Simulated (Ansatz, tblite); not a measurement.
Isomers of B6H2 (singlet), found by a short tight-binding search and relaxed with PBE0-D4/def2-SVP in Ansatz.

The xTB rows come from tblite. Correlated methods freeze 6 core orbitals.

Run but left out: HF/def2-TZVPP (A: restricted singlet, unstable towards broken spin symmetry).

A: The restricted singlet is unstable towards broken spin symmetry in Hartree–Fock (as tested in another run); at PBE-D4/def2-TZVP, revPBE-D4/def2-TZVP, r2SCAN-D4/def2-TZVP, r2SCANh-D4/def2-TZVP and others this wasn't settled. At CCSD(T)/def2-TZVPP the restricted singlet (for correlated methods, its reference) is unstable: a solution with broken spin symmetry lies lower. C: The restricted singlet is unstable towards broken spin symmetry in Hartree–Fock (as tested in another run); at PBE-D4/def2-TZVP, revPBE-D4/def2-TZVP, r2SCAN-D4/def2-TZVP, r2SCANh-D4/def2-TZVP and others this wasn't settled. At CCSD(T)/def2-TZVPP T1 of the charge 0 singlet is large (up to 0.028), so the single-reference result is doubtful. At CCSD(T)/def2-TZVPP the restricted singlet (for correlated methods, its reference) is unstable: a solution with broken spin symmetry lies lower.

Other spin states weren't relaxed.

A:

```xyz
8

B    -1.682    0.162   -1.313
B    -0.405    0.699   -0.344
B     1.682   -0.162    1.313
B     0.814    0.994    0.589
B    -0.814   -0.994   -0.590
B     0.404   -0.699    0.345
H    -2.561    0.569   -2.012
H     2.561   -0.569    2.012
```

B:

```xyz
8

B    -1.095   -1.255   -0.327
B    -0.540    0.776    1.510
B    -0.014    0.021    0.044
B     1.394    0.826   -0.507
B    -1.406   -0.420    1.005
B     0.741    1.374    0.850
H     2.171    0.771   -1.411
H    -1.251   -2.093   -1.164
```

C:

Cartesian coordinates in Å:
```
B 0.074 -1.388 -0.830
B -0.696 0.662 -0.425
B 0.298 -0.136 0.998
B 1.214 -0.314 -1.024
B 0.924 0.909 -0.135
B -0.958 -0.864 0.185
H -1.493 1.421 -0.909
H 0.637 -0.290 2.142
```

**Question.** Estimate their order by electronic energy at PBE0-D4/def2-TZVP, counted from the lowest.

**Answer.** A (0.00) < B (0.16) < C (1.56), in eV.

**Question.** Do the other levels pick the same lowest one?

**Answer.** All that were run do. Energies above each level's lowest (eV):

```
               level     A     B     C
            GFN1-xTB  0.00  0.45  0.41
            GFN2-xTB  0.00  0.26  0.67
    PBE-D4/def2-TZVP  0.00  0.17  1.32
 revPBE-D4/def2-TZVP  0.00  0.17  1.29
 r2SCAN-D4/def2-TZVP  0.00  0.18  1.53
r2SCANh-D4/def2-TZVP  0.00  0.18  1.58
   PBE0-D4/def2-TZVP  0.00  0.16  1.56
      MP2/def2-TZVPP  0.00  0.18  1.48
     CCSD/def2-TZVPP  0.00  0.17  1.82
  CCSD(T)/def2-TZVPP  0.00  0.18  1.58
```
Point groups (tolerance 0.1 Å): A C2h, B C2v, C C2v. Lower isomers may exist.
